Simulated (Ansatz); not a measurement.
Total energies of As(iPr)3 (C9H21As) from Ansatz at PBE0-D4/def2-TZVP, gas phase (1 Eh = 27.2114 eV = 2625.5 kJ/mol). The reference geometry is relaxed at PBE-D4/def2-SVP.

```
                 state                    geometry  energy (Eh)
      charge 0 singlet                   reference  -2590.91185
      charge 1 doublet                   reference  -2590.62106
      charge 1 doublet  relaxed at PBE-D4/def2-SVP  -2590.64532
free As atom (quartet)                           –  -2235.53903
 free C atom (triplet)                           –    -37.80537
 free H atom (doublet)                           –     -0.50104
```

Work out the vertical ionisation energy to the doublet.

E(charge 1 doublet) − E(charge 0 singlet) = -2590.62106 − (-2590.91185) = 0.29079 Eh = 7.91 eV. For comparison, −ε of the highest occupied level is 6.20 eV at this level, 1.71 eV less.

How much does the charge 1 doublet relax, and what is the adiabatic ionisation energy?

Relaxation: -2590.62106 − (-2590.64532) = 0.02426 Eh = 0.66 eV. Adiabatic ionisation energy: 0.26653 Eh = 7.25 eV, without zero-point energy. 

What is the binding energy per atom against free atoms?

Atoms: 1 × (-2235.53903) + 9 × (-37.80537) + 21 × (-0.50104) = -2586.30920 Eh. Binding: -2586.30920 − (-2590.91185) = 4.60265 Eh = 125.24 eV, or 4.04 eV for each of 31 atoms (no zero-point energy, no counterpoise term).
